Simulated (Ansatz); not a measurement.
SbH₂Br. Charge 0, multiplicity 1. Geometry r2SCAN-D4/def2-TZVP.

```xyz
4

Sb    0.4911    0.3178   -0.5878
H    -1.1928    0.6079   -0.7172
H     0.4961    1.0780    0.9479
Br    0.2056   -2.0037    0.3572
```

In the def2 sets Sb takes a core potential; there is no spin–orbit coupling. LC-ωPBE has ω = 0.4 bohr⁻¹. B3LYP takes the VWN-RPA correlation.

Task: Estimate the orbital energies around the gap (eV) in Ansatz with LDA (SPW92)/def2-TZVP, PBE-D4/def2-SVP, r2SCAN-D4/def2-TZVP, B3LYP-D4/def2-TZVP, LC-ωPBE/def2-TZVP.

Result: 
| orbital | LDA (SPW92)/def2-TZVP | PBE-D4/def2-SVP | r2SCAN-D4/def2-TZVP | B3LYP-D4/def2-TZVP | LC-ωPBE/def2-TZVP |
| --- | --- | --- | --- | --- | --- |
| HOMO−9 | -33.54 | -33.55 | -34.54 | -36.15 | -39.18 |
| HOMO−8 | -33.48 | -33.48 | -34.48 | -36.09 | -39.12 |
| HOMO−7 | -33.41 | -33.41 | -34.40 | -36.01 | -39.03 |
| HOMO−6 | -19.18 | -18.84 | -19.76 | -20.81 | -24.74 |
| HOMO−5 | -14.79 | -14.48 | -15.03 | -15.93 | -19.69 |
| HOMO−4 | -9.07 | -8.86 | -9.31 | -9.99 | -13.09 |
| HOMO−3 | -9.02 | -8.84 | -9.28 | -9.84 | -12.75 |
| HOMO−2 | -7.84 | -7.53 | -8.01 | -8.63 | -11.59 |
| HOMO−1 | -7.04 | -6.69 | -7.24 | -7.90 | -10.87 |
| HOMO | -6.57 | -6.25 | -6.72 | -7.35 | -10.07 |
| LUMO | -2.93 | -2.53 | -2.50 | -2.14 | 0.15 |
| LUMO+1 | -1.37 | -1.08 | -1.04 | -0.73 | 1.54 |
| LUMO+2 | -0.61 | -0.06 | 0.00 | 0.11 | 2.47 |
| LUMO+3 | 2.16 | 5.39 | 3.10 | 2.67 | 4.69 |
| LUMO+4 | 2.21 | 5.90 | 3.26 | 2.69 | 4.73 |
| LUMO+5 | 2.38 | 6.00 | 3.59 | 2.86 | 4.94 |
